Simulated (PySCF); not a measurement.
Molfile (atoms numbered from 1):
```
C7H10NO
     RDKit          3D

 19 20  0  0  0  0  0  0  0  0999 V2000
   -2.1365   -1.9159   -0.3351 C   0  0  0  0  0  0  0  0  0  0  0  0
   -1.7322   -0.5305   -0.5252 N   0  0  0  0  0  0  0  0  0  0  0  0
   -2.5479    0.4998   -0.6255 C   0  0  0  0  0  0  0  0  0  0  0  0
   -1.8753    1.5975   -0.7823 O   0  0  0  0  0  0  0  0  0  0  0  0
   -0.5518    1.2849   -0.7879 C   0  0  0  0  0  0  0  0  0  0  0  0
   -0.4171   -0.0619   -0.6269 C   0  0  0  0  0  0  0  0  0  0  0  0
    0.7545   -0.9352   -0.5481 C   0  0  0  0  0  0  0  0  0  0  0  0
    1.9799   -0.4898    0.2286 C   0  0  0  0  0  0  0  0  0  0  0  0
    2.0350   -0.5404   -1.2522 C   0  0  0  0  0  0  0  0  0  0  0  0
   -3.2298   -1.9624   -0.2718 H   0  0  0  0  0  0  0  0  0  0  0  0
   -1.7956   -2.5198   -1.1862 H   0  0  0  0  0  0  0  0  0  0  0  0
   -1.7011   -2.3004    0.5964 H   0  0  0  0  0  0  0  0  0  0  0  0
   -3.6368    0.5011   -0.5907 H   0  0  0  0  0  0  0  0  0  0  0  0
    0.1493    2.1046   -0.9134 H   0  0  0  0  0  0  0  0  0  0  0  0
    0.5212   -2.0015   -0.5189 H   0  0  0  0  0  0  0  0  0  0  0  0
    2.4998   -1.2591    0.8044 H   0  0  0  0  0  0  0  0  0  0  0  0
    1.9292    0.4853    0.7210 H   0  0  0  0  0  0  0  0  0  0  0  0
    2.0298    0.3991   -1.8118 H   0  0  0  0  0  0  0  0  0  0  0  0
    2.5957   -1.3447   -1.7342 H   0  0  0  0  0  0  0  0  0  0  0  0
  1  2  1  0
  2  3  2  0
  3  4  1  0
  4  5  1  0
  5  6  2  0
  6  7  1  0
  7  8  1  0
  8  9  1  0
  6  2  1  0
  9  7  1  0
  1 10  1  0
  1 11  1  0
  1 12  1  0
  3 13  1  0
  5 14  1  0
  7 15  1  0
  8 16  1  0
  8 17  1  0
  9 18  1  0
  9 19  1  0
M  CHG  1   2   1
M  END
```

Geometry: PBE0-D3(BJ)/def2-SVP; GIAO shifts from PySCF, gas phase, non-relativistic, averaged over equivalent atoms.

At PBE0/pcSseg-1 (203 basis functions, 54 s wall time on 1 thread of an Arm Neoverse N1, shared host):
```json
{"atoms": "C3", "δ (ppm)": "153.7"}
{"atoms": "C6", "δ (ppm)": "151.2"}
{"atoms": "C5", "δ (ppm)": "142.1"}
{"atoms": "C1", "δ (ppm)": "34.5"}
{"atoms": "C8/C9", "δ (ppm)": "20.2"}
{"atoms": "C7", "δ (ppm)": "5.5"}
{"atoms": "N2", "δ (ppm)": "222.9"}
{"atoms": "O4", "δ (ppm)": "326.9"}
{"atoms": "H13", "δ (ppm)": "8.41"}
{"atoms": "H14", "δ (ppm)": "7.63"}
{"atoms": "H10/H11/H12", "δ (ppm)": "4.06"}
{"atoms": "H16/H19", "δ (ppm)": "2.08"}
{"atoms": "H15", "δ (ppm)": "1.53"}
{"atoms": "H17/H18", "δ (ppm)": "1.25"}
```

Referencing at the same level of theory: ¹³C (σref 184.41), ¹H (σref 31.27) vs TMS; NH3 for ¹⁵N (σref 265.67); ¹⁷O (σref 334.56) against H2O.

**Question.** Estimate the result of repeating the calculation with B97-2/pcSseg-1.

**Answer.** 
```json
{"atoms": "C3", "δ at B97-2/pcSseg-1": "150.7", "change": "-3.0"}
{"atoms": "C6", "δ at B97-2/pcSseg-1": "148.2", "change": "-3.0"}
{"atoms": "C5", "δ at B97-2/pcSseg-1": "139.2", "change": "-2.9"}
{"atoms": "C1", "δ at B97-2/pcSseg-1": "34.7", "change": "+0.2"}
{"atoms": "C8/C9", "δ at B97-2/pcSseg-1": "20.1", "change": "-0.1"}
{"atoms": "C7", "δ at B97-2/pcSseg-1": "5.7", "change": "+0.2"}
{"atoms": "N2", "δ at B97-2/pcSseg-1": "217.8", "change": "-5.1"}
{"atoms": "O4", "δ at B97-2/pcSseg-1": "319.9", "change": "-7.0"}
{"atoms": "H13", "δ at B97-2/pcSseg-1": "8.38", "change": "-0.03"}
{"atoms": "H14", "δ at B97-2/pcSseg-1": "7.59", "change": "-0.04"}
{"atoms": "H10/H11/H12", "δ at B97-2/pcSseg-1": "4.05", "change": "-0.01"}
{"atoms": "H16/H19", "δ at B97-2/pcSseg-1": "2.07", "change": "-0.01"}
{"atoms": "H15", "δ at B97-2/pcSseg-1": "1.53", "change": "+0.00"}
{"atoms": "H17/H18", "δ at B97-2/pcSseg-1": "1.25", "change": "+0.00"}
```

Chemical shifts δ = σref − σ; TMS for ¹³C (183.69 ppm), ¹H (31.38 ppm); ¹⁵N (262.91 ppm) against NH3; H2O for ¹⁷O (331.62 ppm), all at this level.

The largest change is at O4 (aromatic ring oxygen). Cost: 203 basis functions, 50 s wall time on 1 thread of an Arm Neoverse N1, shared host. The order of the carbon signals is the same at both levels.

Unscaled 17O shifts of doubly bonded oxygen tend to come out too high, by tens of ppm or more. Experimental scales use liquid or dissolved standards, which lie at an offset from isolated NH3 (liquid NH3: subtract about 20 ppm) and H2O (liquid H2O: subtract about 36 ppm). Unscaled 15N shifts of sp2 nitrogen come out 20 to 40 ppm too high even then.
